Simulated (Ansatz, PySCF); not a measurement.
CH8Si2, SMILES [SiH3]C[SiH3]. Atoms are numbered in the order given.

```xyz
11

Si     1.4599     0.6511    -0.0049
C      0.2511    -0.7856    -0.1368
Si    -1.5635    -0.3270     0.0617
H      2.8694     0.1802    -0.1740
H      1.1709     1.6702    -1.0604
H      1.3377     1.3104     1.3318
H      0.5108    -1.5365     0.6292
H      0.3868    -1.2713    -1.1185
H     -1.9669     0.6590    -0.9877
H     -1.7981     0.2911     1.4031
H     -2.4362    -1.5353    -0.0626
```
Charge 0, spin multiplicity 1.

Geometry: PBE0-D3(BJ)/def2-SVP.

Two levels are set side by side: PBE-D3(BJ)/def2-SVP (Ansatz, a first-principles code) and PBE0-D3(BJ)/def2-SVP (Ansatz). Each level has its own optimised geometry; the coordinates shown are those of the second. Frequencies come from the Hessian of PySCF at each geometry. Differences are taken from unrounded values.

| quantity | PBE0-D3(BJ) | PBE-D3(BJ) | PBE-D3(BJ) minus PBE0-D3(BJ) |
|---|---|---|---|
| mean bond length (Å) | 1.494 | 1.504 | 0.010 |
| bond Si1–C2 (Å) | 1.882 | 1.894 | 0.012 |
| bond C2–Si3 (Å) | 1.882 | 1.894 | 0.012 |
| bond Si1–H4 (Å) | 1.496 | 1.506 | 0.010 |
| bond Si1–H5 (Å) | 1.495 | 1.505 | 0.010 |
| bond Si1–H6 (Å) | 1.495 | 1.505 | 0.010 |
| bond C2–H7 (Å) | 1.104 | 1.111 | 0.008 |
| bond C2–H8 (Å) | 1.104 | 1.111 | 0.008 |
| bond Si3–H9 (Å) | 1.495 | 1.505 | 0.010 |
| bond Si3–H10 (Å) | 1.495 | 1.505 | 0.010 |
| bond Si3–H11 (Å) | 1.496 | 1.506 | 0.010 |
| highest harmonic wavenumber (cm⁻¹) | 3137 | 3051 | -86 |
| mean harmonic wavenumber (cm⁻¹) | 1245 | 1207 | -38 |
| zero-point energy (kcal/mol) | 48.07 | 46.59 | -1.49 |

GGA bonds tend to be longer and softer than those of functionals with exact exchange. Differences between two approximate levels are no errors against the true value.
